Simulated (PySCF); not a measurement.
Input file for PySCF: R-HF/3-21G on BBrH2 (SMILES BBr).

```python
from pyscf import gto, scf, dft, mp
from pyscf.data.elements import chemcore

mol = gto.M(
    atom='''
    B    -0.50137008   -0.65926087    2.17377004
    Br    0.68957657    0.74433087    1.27651766
    H    -0.02900215   -1.75213082    2.06341023
    H    -1.64117787   -0.52908528    1.83677519
    ''',
    basis='3-21g',
    charge=0, spin=0, verbose=3, max_memory=1800)
mf = scf.RHF(mol)
mf.conv_tol = 1e-8
mf.max_cycle = 100
mf.kernel()
if not mf.converged:
    mf = mf.newton().run(mf.mo_coeff, mf.mo_occ)
```

Question: Predict the final total energy.

Answer: -2585.7272 hartree.
